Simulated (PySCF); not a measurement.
H2O2Zn, triplet, geometry from GFN2-xTB (such geometries of metal compounds can be far from the true shape) (a higher spin typed on purpose: for a closed-shell molecule this is an excited state). Base run: PySCF with HF/def2-SVP.

The PySCF input:
```python
from pyscf import gto, scf, solvent

mol = gto.Mole()
mol.atom = '''
    Zn   -0.11575550    0.65403390   -0.01602038
    O     1.15703791   -0.85931186   -0.34038196
    H     1.03069488   -1.52025164   -1.02095577
    O    -0.79488944   -1.18687483    0.39050273
    H    -0.45521746   -1.73127188    1.10060093
'''
mol.basis = 'def2-svp'
mol.spin = 2
mol.verbose = 3
mol.build()

mf = scf.UHF(mol)
mf.kernel()
mf.analyze()
```

The base run was repeated with changes; each row names its change, and settings that it needs were set with it.

| change | ΔE vs base (kJ/mol) | dipole (D) |
|---|---|---|
| base | 0.00 | 0.64 |
| model = ddCOSMO; solvent = methanol | -62.8 | 1.21 |
| model = IEF-PCM; solvent = methanol; lebedev_order = 11 | -54.9 | 1.04 |
| model = IEF-PCM; solvent = toluene | -27.5 | 0.83 |
| model = IEF-PCM; solvent = chloroform | -41.2 | 0.93 |
| model = IEF-PCM; solvent = methanol | -55.6 | 1.03 |
| model = SS(V)PE; solvent = methanol | -55.5 | 1.03 |
| model = C-PCM; solvent = methanol | -56.4 | 1.03 |
| model = IEF-PCM; solvent = methanol; vdw_scale = 1.0 | -150.6 | 1.42 |
| model = IEF-PCM; solvent = methanol; vdw_scale = 1.4 | -23.83 | 0.84 |
| model = IEF-PCM; solvent = methanol; lebedev_order = 41 | -55.7 | 1.03 |
| model = COSMO; solvent = methanol | -55.4 | 1.02 |

The base is the gas phase, so ΔE is the electrostatic part of solvation at a fixed geometry, without cavity and dispersion terms.

Open shells are given as the SCF converged; they aren't shown to be the lowest states, and a large step between rows can be another state.
